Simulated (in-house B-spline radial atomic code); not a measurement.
RPA and G0W0 on BHandHLYP: Cd III (Cd2+)

Configuration [Kr] 4d10, mean-field start BHandHLYP. Computed with a B-spline radial code for spherical atoms: all electrons, non-relativistic, point nucleus, each spin shell either full or empty, empty states to l = 9 with an (l + 1/2)⁻⁴ tail; G0W0 by contour deformation at full frequency.

Without relativity these are model numbers: it shifts the levels of so heavy an element strongly and can reorder them.

Command:
```bash
python run_gw.py task.json out
```
Settings (radii: box in bohr, nucleus in fm):
```
Z                        48
electrons                46
configuration            [Kr] 4d10
hamiltonian              nr
method                   bhandhlyp
lmax                     9
spin_polarised           False
box_radius               17.55
intervals                54
```

Cost of the run: 1.3 s on 1 thread of Intel(R) Xeon(R) 6975P-C, on a shared host.

Energies (hartree):

```
                                     term        value
                         mean-field total  -5466.68502
Hartree-Fock functional on these orbitals  -5464.32469
                      direct second order      -3.8266
                    second-order exchange       1.0614
                         SOSEX correction      0.99349
```

Task: What is the RPA correlation energy, and what remains with SOSEX?

Result: RPA gives -3.3955 hartree (-2.01 eV per electron); RPA + SOSEX gives -2.4021, and the second-order doubles -2.7653 hartree (no singles). RPA lacks exchange-type terms and so overcorrelates at short range.

Quasi-particle levels (eV):

```tsv
level	occupied	mean field	Σx - vxc	Σc	QP weight	G0W0
4d	yes	-35.23	-3.64	?	?	?
5s	no	-18.004	3.31	-1.51	0.977	-16.198
```

G0W0 = mean field + (Σx - vxc) + Σc, with Σc (partial-wave tail included) taken at the quasi-particle energy. Only the outer levels were computed. Levels of low weight are left out.

Task: Where does G0W0 put 4d?

Result: At -38.66 eV, with Σc = 0.21 eV and a quasi-particle weight of 0.940. The tabulated removal energy is 37.468 ± 0.006 eV (NIST, measured); the calculation leaves out relativity, Breit and QED terms, and what these don't explain is the method's own error.
